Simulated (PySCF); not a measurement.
Cl2Pb, charge -1, doublet, geometry from GFN2-xTB (such geometries of metal compounds can be far from the true shape) (a state made from the parent by changing its charge; the spin is typed, not shown lowest) (core potentials on Pb) (a gas-phase anion, which may not be bound at this level); DF-HF/def2-TZVP run with PySCF.

The PySCF input:
```python
from pyscf import gto, scf

mol = gto.M(
    atom='''
Pb    0.00704312   -0.01025569    0.42593907
Cl    1.47900338    1.68337558   -1.01206530
Cl   -1.51297608   -1.63390696   -1.04246435
''',
    basis='def2-tzvp',
    ecp={'Pb': 'def2-tzvp'},
    charge=-1,
    spin=1,
    verbose=4,
)

mf = scf.ROHF(mol)
mf = mf.density_fit(auxbasis='def2-universal-jkfit')
mf.kernel()
```

Task: Predict the main parts of the log of this PySCF run.

Result: 
```
PySCF version 2.14.0

[INPUT] verbose = 4
[INPUT] num. atoms = 3
[INPUT] num. electrons = 57
[INPUT] charge = -1
[INPUT] spin (= nelec alpha-beta = 2S) = 1
[INPUT] symmetry False subgroup None
[INPUT] Mole.unit = angstrom
[INPUT] Symbol           X                Y                Z      unit          X                Y                Z       unit  Magmom
[INPUT]  1 Pb     0.007043120000  -0.010255690000   0.425939070000 AA    0.013309567862  -0.019380445318   0.804908188052 Bohr   0.0
[INPUT]  2 Cl     1.479003380000   1.683375580000  -1.012065300000 AA    2.794911325506   3.181118810981  -1.912526237176 Bohr   0.0
[INPUT]  3 Cl    -1.512976080000  -1.633906960000  -1.042464350000 AA   -2.859110424218  -3.087636667421  -1.969972116123 Bohr   0.0

nuclear repulsion = 182.753177755035
number of shells = 42
number of NR pGTOs = 217
number of NR cGTOs = 124
basis = def2-tzvp
ecp = {'Pb': 'def2-tzvp'}

******** <class 'pyscf.df.df_jk.DFROHF'> ********
method = DFROHF
initial guess = minao
damping factor = 0
level_shift factor = 0
DIIS = <class 'pyscf.scf.diis.CDIIS'>
diis_start_cycle = 1
diis_space = 8
diis_damp = 0
SCF conv_tol = 1e-09
SCF conv_tol_grad = None
SCF max_cycles = 50
direct_scf = False
num. doubly occ = 28  num. singly occ = 1
Set gradient conv threshold to 3.16228e-05
******** <class 'pyscf.df.df.DF'> ********
auxbasis = def2-universal-jkfit
init E= -1078.09660690907
  HOMO = -0.501028169157055  LUMO = -0.44185486455579  gap/eV = 1.61019
cycle= 1 E= -1110.54295373024  delta_E= -32.4  |g|= 1.78  |ddm|= 7.36
  HOMO = 0.210486522691371  LUMO = 0.258486659944815  gap/eV = 1.30615
cycle= 2 E= -1110.88158313517  delta_E= -0.339  |g|= 0.827  |ddm|= 2.82
  HOMO = 0.0535219885924931  LUMO = 0.180342415609724  gap/eV = 3.45096
cycle= 3 E= -1111.01639438369  delta_E= -0.135  |g|= 0.125  |ddm|= 1.09
  HOMO = 0.0609980546926892  LUMO = 0.193008516374914  gap/eV = 3.59219
cycle= 4 E= -1111.02068538681  delta_E= -0.00429  |g|= 0.0333  |ddm|= 0.173
  HOMO = 0.0623774388397464  LUMO = 0.194382942191427  gap/eV = 3.59205
cycle= 5 E= -1111.02103994172  delta_E= -0.000355  |g|= 0.0098  |ddm|= 0.0454
  HOMO = 0.0636500609088273  LUMO = 0.1955079008962  gap/eV = 3.58803
cycle= 6 E= -1111.0211467736  delta_E= -0.000107  |g|= 0.0034  |ddm|= 0.0381
  HOMO = 0.0638744220969869  LUMO = 0.195460554222938  gap/eV = 3.58064
cycle= 7 E= -1111.02115261282  delta_E= -5.84e-06  |g|= 0.000932  |ddm|= 0.00626
  HOMO = 0.0636789568065552  LUMO = 0.195284846226164  gap/eV = 3.58118
cycle= 8 E= -1111.02115313532  delta_E= -5.22e-07  |g|= 0.000253  |ddm|= 0.00181
  HOMO = 0.0636485529573747  LUMO = 0.195271473571531  gap/eV = 3.58164
cycle= 9 E= -1111.0211532103  delta_E= -7.5e-08  |g|= 6.47e-05  |ddm|= 0.000724
  HOMO = 0.063657331164336  LUMO = 0.195271168927292  gap/eV = 3.58139
cycle= 10 E= -1111.02115321598  delta_E= -5.69e-09  |g|= 1.66e-05  |ddm|= 0.000209
  HOMO = 0.0636533844807303  LUMO = 0.195268053087691  gap/eV = 3.58142
cycle= 11 E= -1111.02115321621  delta_E= -2.27e-10  |g|= 4.98e-06  |ddm|= 4.03e-05
  HOMO = 0.0636536293833103  LUMO = 0.195268231650137  gap/eV = 3.58142
Extra cycle  E= -1111.02115321623  delta_E= -1.71e-11  |g|= 2.02e-06  |ddm|= 6.66e-06
converged SCF energy = -1111.02115321623
```
